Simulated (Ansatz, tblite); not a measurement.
Cost and result up the ladder for Zn₃S₃ (the lowest singlet isomer of a short search) (6 atoms). Charge 0, multiplicity 1. Geometry: PBE0-D4/def2-SVP.

```xyz
6

Zn   -1.305   -0.458   -0.886
Zn    1.324   -0.969    0.073
Zn   -0.019    1.427    0.813
S    -2.000    1.463   -0.110
S     0.030   -2.154   -1.229
S     1.970    0.692    1.338
```

Ansatz on 4 threads of Intel Xeon Platinum 8259CL on a shared host; xTB runs through tblite on one thread. Times are rough, summed over both states, and most runs start from the orbitals of an earlier one. PBE0-D4/def2-TZVP serves as the yardstick here, not as an exact answer. Differences are given only for rows in sets of like size (and for xTB, whose basis is part of the method), since another set adds its own error. The other state is a doublet.

The xTB rows come from tblite. Correlated methods freeze 42 core orbitals. The rows differ in basis, and correlated rows in double-zeta sets carry the largest basis error. In CCSD on the charge 1 doublet the largest single amplitude is 0.25, so its Hartree–Fock determinant may place the open shell otherwise than the density functionals do. The structure comes from a short search, and lower isomers may exist.

Run but left out: PBE-D4/def2-TZVP (charge +1 doublet: an occupied level 0.18 eV above an empty one).

Correlated methods converge slowly with the basis, most of all in double-zeta sets.

Raw xTB energies of ions are shifted by several eV.

```tsv
level	functions	wall time
GFN1-xTB	39	0.014 s
GFN2-xTB	39	0.019 s
BHLYP-D4/def2-TZVP	255	59 s
PBE0-D4/def2-TZVP (with forces)	255	66 s
CCSD(T)/def2-SVP	147	2.2 min
```

Question: Estimate what each level gives for the vertical IE (eV).

Answer: 
```tsv
level	vertical IE (eV)	difference from PBE0-D4/def2-TZVP (eV)
GFN1-xTB	12.96	3.99
GFN2-xTB	14.03	5.07
BHLYP-D4/def2-TZVP	9.05	0.09
PBE0-D4/def2-TZVP (with forces)	8.96	0.00
CCSD(T)/def2-SVP	8.57	–
```
